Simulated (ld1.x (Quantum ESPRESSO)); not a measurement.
## Pt (Z = 78), TM: configuration errors across variants

```json
{
 "Element": "platinum (Pt)",
 "Generator": "ld1.x (Quantum ESPRESSO) 7.5",
 "Type": "norm-conserving Troullier–Martins (Kleinman–Bylander form)",
 "Functional": "PBEsol",
 "Relativity": "scalar-relativistic",
 "Frozen core": "[Xe] 4f14",
 "Valence charge": "10",
 "Reference configuration": "5d9 6s1 6p0",
 "Partial waves": "6s (bound): rc 1.95 bohr; 6p (bound, empty): rc 3.00 bohr; 5d (bound): rc 1.75 bohr",
 "Local potential": "the d channel",
 "Core correction": "a·sin(br)/r model core, default radius (core density twice the valence density)"
}
```

All-electron excitation energies from the reference (eV): (1) 5d9 6s0 6p0 9.225; (2) 5d8 6s0 6p0 29.222; (3) 5d7 6s0 6p0 61.470; (4) 5d8 6s2 6p0 0.988; (5) 5d6 6s0 6p0 107.153; (6) 5d9 6s0 6p1 5.134; (7) 5d9.5 6s0.5 6p0 -0.118.

Tests that are not counted but printed errors over 1 eV. “all radii but the core radius scaled by about 1.39 (s 2.72, p 4.18, d 2.44 bohr)”: 5d9 6s0 6p1 (solver errors, printed error -2.3 eV).

A true bound ghost makes a file unfit for plane-wave use even where its test errors are small: the radial tests pick states by their node count and pass the ghost by. Where a test does run into it, the solver fails or the error is huge.

Errors AE − PS in meV (a dash: test not solved or not reliable):

```tsv
change	(1)	(2)	(3)	(4)	(5)	(6)	(7)	bound ghosts
base	-15	-31	-169	-39	-547	-4.6	-9.6	s, p
all radii but the core radius scaled by about 0.76 (s 1.48, p 2.28, d 1.34 bohr)	-20	-51	-218	-43	-641	-17	-10	s, p
all radii but the core radius scaled by about 0.85 (s 1.66, p 2.54, d 1.48 bohr)	-9.4	-36	-194	-32	-602	-3.4	-7.6	s, p
all radii but the core radius scaled by about 0.95 (s 1.84, p 2.84, d 1.66 bohr)	-12	-32	-176	-35	-562	-3.5	-8.7	s, p
all radii but the core radius scaled by about 1.05 (s 2.04, p 3.14, d 1.84 bohr)	-17	-30	-164	-42	-535	-5.3	-10	s, p
all radii but the core radius scaled by about 1.11 (s 2.16, p 3.34, d 1.94 bohr)	-18	-30	-162	-45	-530	-5.3	-11	s, p
all radii but the core radius scaled by about 1.27 (s 2.48, p 3.82, d 2.22 bohr)	-16	-36	-182	-42	-560	-3.2	-10	s, p
all radii but the core radius scaled by about 1.39 (s 2.72, p 4.18, d 2.44 bohr)	-13	-55	-230	-31	-618	–	-8.4	s, p
```

Task: Give the same row for: all radii but the core radius scaled by about 1.22 (s 2.38, p 3.68, d 2.14 bohr).

Result: -17, -33, -172, -45, -545, -4.4, -11; bound ghosts: s, p.
